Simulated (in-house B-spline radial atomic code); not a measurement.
Lu5+: [Xe] (4f5/2)4 (4f7/2)8 (an excited or competing configuration)

Level of theory: Dirac-Hartree-Fock, average of the jj configuration, Fermi nucleus of rms radius 5.37 fm; calculated with a radial B-spline atomic code at the basis-set limit.

Screening seen three ways: the hydrogenic charge with the same mean radius, Z_r = [3n² - l(l+1)]/(2<r>), the one with the same energy, Z_e = n√(-2ε), and Slater's rules. Values are occupation-weighted means over j. An effective charge above Z reflects the relativistic contraction of the inner shells.

```csv
shell,electrons,ε (eV),<r> (bohr),Z_r,Z_e,Slater
1s,2,-63783,0.01932,77.64,68.47,70.70
2s,2,-11051,0.08119,73.90,57.00,66.85
2p,6,-9779.9,0.07254,68.93,53.62,66.85
3s,2,-2622.5,0.2116,63.80,41.65,59.75
3p,6,-2229.4,0.2111,59.20,38.40,59.75
3d,10,-1730,0.1925,54.55,33.83,49.85
4s,2,-612.15,0.477,50.32,26.83,43.25
4p,6,-479.05,0.5047,45.57,23.74,43.25
4d,10,-295.99,0.5441,38.59,18.66,31.85
5s,2,-138.37,1.135,33.04,15.95,15.05
5p,6,-100.81,1.285,28.40,13.61,15.05
4f,12,-96.336,0.6454,27.89,10.64,21.15
```

The least bound orbital is 4f7/2 at -96.16 eV, while the most diffuse is 5p3/2 (<r> = 1.311 bohr against 0.6474 bohr): energy order and size order differ.

For the 1s electron the small component carries 7.11 % of the norm, the zero-frequency Breit interaction raises the level by 212.1 eV, self-energy by 130.8 eV, and vacuum polarisation lowers it by 23.65 eV.
